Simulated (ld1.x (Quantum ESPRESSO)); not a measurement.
**Ranking RRKJ potentials for Sc (Z = 21)**

All share these settings but for the change named:

```json
{"Element": "Sc", "Generator": "ld1.x (Quantum ESPRESSO) 7.5", "Type": "norm-conserving RRKJ (Kleinman–Bylander form)", "Functional": "LDA (PZ)", "Relativity": "scalar-relativistic", "Frozen core": "[Ne] 3s2", "Valence charge": "9", "Reference configuration": "3p6 3d1 4s1.5 4p0 (charge +0.5)", "Partial waves": "3p (bound): rc 1.25 bohr; 3d (bound): rc 1.75 bohr; 4s (bound): rc 2.45 bohr", "Local potential": "the s channel", "Core correction": "Bessel-smoothed model core inside 0.95 bohr"}
```

Cutoff: the first of the cutoffs (Ry, on a coarse ladder) from which the occupation-weighted sum of valence levels, in a spherical-Bessel basis at the reference potential, stays within 10 and 1 mRy of its value at 400 Ry; the density cutoff is not measured.

The base gives 80 Ry.

Of 8 variants that were run, those that failed, showed a ghost or another fault, or gave nearly equal values are left out.

A variant can come out equal or close to the base.

(1) Rank these variants from softest to hardest (loose cutoff).
A. all radii but the core radius scaled by about 1.25 (s 3.06, p 1.56, d 2.18 bohr)
B. core [Ne], valence charge 11; reference 3s2 3p6 3d1 4s2 4p0; waves now 3p (bound): rc 1.55 bohr; 3d (bound): rc 2.25 bohr; 3s (bound): rc 1.45 bohr; core correction none
C. wave 4s (bound): rc 2.45 bohr becomes 4s (bound): rc 2.86 bohr

## Answers

(1) A (35 Ry), B (55 Ry), C (80 Ry).
